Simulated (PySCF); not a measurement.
SnH3, SMILES [SnH3+], charge +1.

The structure is a stationary point at PBE0-D3(BJ)/def2-TZVPD. The spin state was assumed, not searched. The isomer is the one that the SMILES or the coordinates give; other isomers of the formula were not compared. The def2 effective core potentials stand for the cores of Sn; spin–orbit coupling is left out.

These are PBE/def2-TZVPD (PySCF) values and carry that method's errors.

Symmetry labels are those of the subgroup C2v that the program uses (full group D3h).

Task: List the valence orbital energies around the gap with their symmetry. (The exact figures need the calculation; the answer reports its results.)

Result: 
| orbital | symmetry | energy (eV) |
|---|---|---|
| HOMO−7 | A1 | -33.54 |
| HOMO−6 | A2 | -33.34 |
| HOMO−5 | B2 | -33.34 |
| HOMO−4 | B1 | -33.06 |
| HOMO−3 | A1 | -33.06 |
| HOMO−2 | A1 | -19.69 |
| HOMO−1 | B1 | -14.87 |
| HOMO | A1 | -14.87 |
| LUMO | B2 | -10.31 |
| LUMO+1 | A1 | -7.68 |
| LUMO+2 | B1 | -5.52 |
| LUMO+3 | A1 | -5.52 |
